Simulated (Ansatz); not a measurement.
One geometry of C$_{2}$H$_{7}$FInN (`[CH3][In]([NH2])[CH2]F`), several functionals.

```yaml
crystal:
  periodic: [false, false, false]
  atoms:
    - {symbol: C, position_ang: [-1.379073, 0.006074, 1.617345]}
    - {symbol: In, position_ang: [0.096099, -0.045457, 0.065100]}
    - {symbol: N, position_ang: [1.932840, -0.703823, 0.581824]}
    - {symbol: C, position_ang: [-0.048381, 0.513792, -2.035380]}
    - {symbol: F, position_ang: [-1.323911, 0.979354, -2.348879]}
    - {symbol: H, position_ang: [-1.829423, 0.997562, 1.678114]}
    - {symbol: H, position_ang: [-2.171193, -0.712788, 1.401950]}
    - {symbol: H, position_ang: [-0.926885, -0.241864, 2.577696]}
    - {symbol: H, position_ang: [2.179499, -1.016539, 1.506234]}
    - {symbol: H, position_ang: [2.713754, -0.795173, -0.046274]}
    - {symbol: H, position_ang: [0.166045, -0.341003, -2.684139]}
    - {symbol: H, position_ang: [0.667430, 1.304664, -2.279592]}
basis:
  gaussian: {orbitals: def2-TZVPP}
hamiltonian: {xc: r2scan, dispersion: d4}
output: {forces: true, orbitals: {seedname: orbitals}}
```

```sh
$ ansatz run in.yaml --threads 4 --pin off --events-out ev --progress --plain --max-ram 10444MiB
```

Shortened log:

```
Functional definition: r2SCAN
1472 factors; their error is unknown
mean field evaluation 1: about -11549.0853 eV, gradient 1.0e2 eV
mean field evaluation 2: about -11495.7005 eV, gradient 1.5e2 eV
mean field evaluation 4: about -11569.4809 eV, gradient 1.3e1 eV
mean field evaluation 8: about -11569.9368 eV, gradient 2.2e-1 eV
mean field evaluation 16: about -11569.9186 eV, gradient 4.0e-3 eV
mean field -11569.91857200 eV, -425.1866651486 hartree, gradient 2.6e-5 eV, S^2 0.000000; 0 other end points of the search recorded, 0 dependent functions left out
reference -11569.91859174 eV, -425.1866658741 hartree; 28, 28 occupied and 244, 244 virtual orbitals, 1472 factors
Total energy: -11569.96988064 eV, -425.1885507063 hartree
Atom 0 at    -1.379073     0.006074     1.617345 Å, force    -0.044868    -0.004782     0.074184 eV/Å
Atom 1 at     0.096099    -0.045457     0.065100 Å, force    -0.089059     0.030118    -0.025028 eV/Å
Atom 2 at     1.932840    -0.703823     0.581824 Å, force     0.018312    -0.004390     0.010562 eV/Å
Atom 3 at    -0.048381     0.513792    -2.035380 Å, force     0.305549    -0.092803    -0.001600 eV/Å
Atom 4 at    -1.323911     0.979354    -2.348879 Å, force    -0.289003     0.103154    -0.060449 eV/Å
Atom 5 at    -1.829423     0.997562     1.678114 Å, force     0.012271    -0.022847    -0.003776 eV/Å
Atom 6 at    -2.171193    -0.712788     1.401950 Å, force     0.019381     0.016399     0.002357 eV/Å
Atom 7 at    -0.926885    -0.241864     2.577696 Å, force    -0.008896     0.004531    -0.016410 eV/Å
Atom 8 at     2.179499    -1.016539     1.506234 Å, force     0.036305    -0.017181     0.021859 eV/Å
Atom 9 at     2.713754    -0.795173    -0.046274 Å, force     0.039563    -0.013600     0.002667 eV/Å
Atom 10 at     0.166045    -0.341003    -2.684139 Å, force    -0.001445    -0.005008    -0.003380 eV/Å
Atom 11 at     0.667430     1.304664    -2.279592 Å, force     0.001890     0.006408    -0.000985 eV/Å
Dipole moment:     0.253720    -0.126002     0.155607 e Å
```

Hardware: 4 threads of an AMD EPYC on a shared host. Wall time 16 s, peak host memory 0.38 GiB.

The same input with `hamiltonian: {xc: {name: B2PLYP}}` and no forces (abridged; 31 s):

```
Functional definition: B2PLYP
mean field evaluation 16: about -11550.9782 eV, gradient 7.9e-4 eV
mean field -11550.97822008 eV, -424.4906200538 hartree, gradient 1.1e-6 eV, S^2 0.000000
8 core orbitals not correlated: weight in the atoms' cores, before any rotation towards them, 1.000 or more for the frozen orbitals, at most 0.000 for the correlated occupied ones
second order -36.43916995 eV of doubles, -0.00000000 eV of singles
Total energy: -11560.81699490 eV, -424.8521883593 hartree
```
